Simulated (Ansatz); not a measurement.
Consider the formal loss of a carbene: `C[SiH2][O][ZnH]` → `[CH2]` (triplet) + `[SiH3][O][ZnH]`.

Gas-phase electronic energies from Ansatz, PBE0-D4/def2-TZVP geometries. CCSD(T)/CBS adds triple-zeta CCSD(T) − MP2 to the extrapolated MP2 energy (def2 sets, frozen cores). This one scheme is used for every species. Functionals use def2-TZVPP. Triplets are unrestricted, without spin–orbit coupling. For Zn outer-core shells are correlated without core-valence functions, which leaves a few kJ/mol of doubt a bond. Scalar relativity is left out up to krypton. Each species was taken in one conformer, which may not be the lowest.

`C[SiH2][O][ZnH]`:

```xyz
10

C    -1.547   -0.037    0.876
Si   -0.130   -0.599   -0.195
O     1.005    0.559   -0.287
Zn    2.545    1.072   -0.974
H    -2.312   -0.817    0.938
H    -1.206    0.187    1.889
H    -2.012    0.863    0.466
H    -0.647   -0.938   -1.556
H     0.446   -1.855    0.376
H     3.859    1.564   -1.532
```

`[CH2]` (triplet):

Z-matrix (Å, degrees):
```
C
H 1 1.079
H 1 1.079 2 134.9
```

`[SiH3][O][ZnH]`:

```xyz
7

Si    0.862    0.597   -0.473
O    -0.145   -0.593   -0.044
Zn   -1.556   -1.200    0.823
H     0.121    1.781   -0.999
H     1.788    0.120   -1.536
H     1.683    1.060    0.684
H    -2.753   -1.766    1.545
```

Task: Is it downhill or uphill in electronic energy at CCSD(T)/CBS, and by how much? (An estimate is asked.)

Result: Computed: Uphill: ΔE = +5.01 eV.

Task: What do these levels give: revPBE-D4, MP2/def2-SVP, MP2/def2-TZVPP, CCSD/def2-TZVPP, HF/def2-QZVPP, HF/CBS(def2)? (Best estimate.)

Result: Computed: revPBE-D4 4.94, MP2/def2-SVP 4.83, MP2/def2-TZVPP 5.03, CCSD/def2-TZVPP 4.76, HF/def2-QZVPP 3.42, HF/CBS(def2) 3.42 eV.

Largest T1 diagnostic among the species: 0.016.

In def2-TZVPP, CCSD(T) changes the Hartree–Fock value by +1.46 eV (the triples alone add +0.12 eV) and MP2 by +1.60 eV. From PBE to PBE0 (25 % exact exchange), in def2-TZVPP and without D4, ΔE moves by −0.08 eV.
